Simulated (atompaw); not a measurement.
# Scattering properties, PAW (atompaw) potential for Nb (Z = 41)

* Element: niobium (Nb)
* Generator: atompaw 4.2.0.5
* Type: PAW
* Functional: LDA (PW92)
* Relativity: scalar-relativistic
* Frozen core: [Ar] 3d10
* Valence charge: 13
* Reference configuration: 4s2 4p6 4d4 5s1 5p0
* Partial waves: 4s (bound): rc 1.30 bohr; 5s (bound): rc 2.15 bohr; 4p (bound): rc 1.60 bohr; 5p (bound, empty): rc 1.90 bohr; 4d (bound): rc 2.15 bohr; 4d channel at 0.9 Ry: rc 1.85 bohr
* Local potential: troulliermartins scheme with l = 3 at 0 Ry, radius 1.85 bohr
* Core correction: smooth core density matched at 1.35 bohr
* Augmentation charge: sinc compensation charge, radius 1.85 bohr; PAW radius 2.15 bohr; waves and projectors: custom polynom2 7 10 vanderbiltortho

The phase is arctan(r·u′/u) with u = r·R(r), unwrapped; energies in Ry, scanned from -6 to 5 Ry. A pole is an energy at which the radial function vanishes at the test radius. The pseudo phase is shifted by a multiple of π to meet the all-electron one at the reference energy, and phase errors are pseudo minus all-electron; the curves can meet again beyond the range given. Levels narrower than the energy grid can be missing from the lists of poles.

Problem. For each channel, where are the poles, and over which energies does the pseudopotential scatter like the atom?

Solution.

| channel | radius (bohr) | reference energy (Ry) | poles, all-electron | poles, pseudo | unbroken range about the reference energy with phases within 0.05 rad | phase error 1 Ry above the reference energy (rad) |
| --- | --- | --- | --- | --- | --- | --- |
| s | 2.16 | -0.31 | -4.04 | -4.04, 3.64 | below 1.0 | -0.016 |
| p | 2.16 | -0.09 | -2.06 | -2.06 | below 2.4 | -0.001 |
| d | 2.16 | -0.24 | 1.13 | -1.90, 1.13 | -1.8 to 3.9 | +0.000 |

Note: ghost state, extra bound levels that the all-electron valence spectrum of the same l lacks: d at -25.7 eV. A true bound ghost makes a file unfit for plane-wave use.

Phases in the p channel:

| E (Ry) | all-electron | pseudo |
| --- | --- | --- |
| -6.00 | 1.347 | 1.346 |
| -5.52 | 1.330 | 1.329 |
| -5.04 | 1.308 | 1.308 |
| -4.56 | 1.276 | 1.276 |
| -4.08 | 1.225 | 1.225 |
| -3.60 | 1.121 | 1.120 |
| -3.12 | 0.746 | 0.745 |
| -2.64 | -1.042 | -1.042 |
| -2.16 | -1.533 | -1.533 |
| -1.68 | -1.660 | -1.661 |
| -1.20 | -1.729 | -1.729 |
| -0.72 | -1.782 | -1.782 |
| -0.24 | -1.834 | -1.834 |
| 0.24 | -1.893 | -1.893 |
| 0.72 | -1.971 | -1.972 |
| 1.20 | -2.087 | -2.088 |
| 1.68 | -2.281 | -2.288 |
| 2.16 | -2.649 | -2.676 |
| 2.64 | -3.280 | -3.341 |
| 3.12 | -3.868 | -3.929 |
| 3.60 | -4.191 | -4.239 |
| 4.08 | -4.363 | -4.403 |
| 4.56 | -4.466 | -4.502 |
